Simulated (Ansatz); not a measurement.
Input for Ansatz (a program for electronic structure): R-SVWN5/def2-TZVPP on CH4O2Sn (SMILES C[O][Sn][OH]), a point of a torsion scan. Elements past Kr take the def2 small-core potentials; no spin–orbit coupling.

Ansatz 0.2 input:
```yaml
crystal:
  periodic: [false, false, false]
  atoms:
    - {symbol: C, position_ang: [-1.25010753, 0.09029276, -0.36189912]}
    - {symbol: O, position_ang: [-0.49973514, 0.79391415, 0.59025752]}
    - {symbol: Sn, position_ang: [0.96280769, 0.69795364, 1.99973867]}
    - {symbol: O, position_ang: [1.52031416, -1.26174172, 1.95702152]}
    - {symbol: H, position_ang: [-2.31107715, 0.15079412, -0.10571424]}
    - {symbol: H, position_ang: [-0.96124253, -0.96407090, -0.41220971]}
    - {symbol: H, position_ang: [-1.10176304, 0.54132139, -1.34655861]}
    - {symbol: H, position_ang: [1.17324026, -1.96127423, 1.40617374]}
basis:
  gaussian:
    orbitals: def2-TZVPP
hamiltonian:
  xc: {name: SVWN5}
scf: {lower_state_search: off}
```

Program output:

```
WARN ansatz: RAYON_NUM_THREADS=1 ignored (pool sized by the plan → 1); use --threads N
Functional definition: SVWN5
these checks for a lower state are left out or cut short: stability, starts, cluster_reference, orbital_swaps, neighbouring_geometries, increment
integrals: 0.10 GiB planned
1106 factors; their error is unknown
mean field: 0.74 GiB planned
mean field evaluation 1: about -10964.1288 eV, gradient 9.9e1 eV
mean field evaluation 2: about -10767.8241 eV, gradient 2.7e2 eV
mean field evaluation 4: about -10978.3279 eV, gradient 5.2e1 eV
mean field evaluation 8: about -10982.8309 eV, gradient 3.5e-1 eV
mean field evaluation 16: about -10982.8163 eV, gradient 3.0e-4 eV
mean field -10982.81625108 eV, -403.6110528069 hartree, gradient 4.6e-6 eV, S^2 0.000000; 0 other end points of the search recorded, 0 dependent functions left out
reference -10982.81629488 eV, -403.6110544164 hartree; 24, 24 occupied and 175, 175 virtual orbitals, 1106 factors
Total energy: -10982.81629488 eV, -403.6110544164 hartree
Checks for a lower state left out: stability, starts, cluster_reference, orbital_swaps, neighbouring_geometries, increment
```

The calculation finished and met its thresholds.

Cost: about 1.9 core-seconds (a rough figure).
